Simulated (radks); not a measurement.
The numbers below are computed, except where a source is named.
Task: Numerical settings for the gold ion Au2+, [Xe] 4f14 5d9. Code: a radial shooting solver on a logarithmic mesh with Libxc functionals. Model: scalar-relativistic Kohn-Sham, SCAN, spin-polarised, spherical densities, finite nucleus; open shells are filled with parallel spins first (spin-orbit coupling, left out, can overturn this in heavy ions); meta-GGA in the generalised Kohn-Sham scheme; Fermi nuclear charge, rms radius 5.4371 fm. The defaults (mesh step 0.008 in ln r, mesh end at 40 bohr or more with all orbitals vanishing there, Anderson mixing 0.5 over 9 steps, residual threshold near 1e-9 with the energy settled to 1e-9 hartree or 1e-11 of itself, here a cap of 51 iterations) give E = -19009.372 hartree and 5d at -27.064 eV in 12 iterations. Run on one thread of a shared host, so times are rough (Arm Neoverse V2): 0.23 s of CPU time, 0.23 s wall, 12 iterations on 2254 mesh points. One setting is changed at a time: mesh step in ln r 0.12; mesh step in ln r 0.02; mesh step in ln r 0.08; mesh end (bohr) 2; mesh end (bohr) 5; residual threshold 1e-16; residual threshold 1e-13; mixing 1.5; linear mixing, mixing 0.5; linear mixing, mixing 0.8; mixing history 2; iteration cap 2. Which runs fail to converge, and which converge to a wrong energy?

Result: Not converged within the cap: mesh step in ln r 0.12; mesh step in ln r 0.08; residual threshold 1e-16; linear mixing, mixing 0.8; iteration cap 2. Settled on a wrong energy, with an occupied level pushed above zero by the early mesh end: mesh end (bohr) 2 (+7.48 hartree). Apart from these: settings that end as converged yet miss the energy by more than 1 mhartree: mesh step in ln r 0.02 (-0.0127 hartree); mesh end (bohr) 5 (+0.00528 hartree).
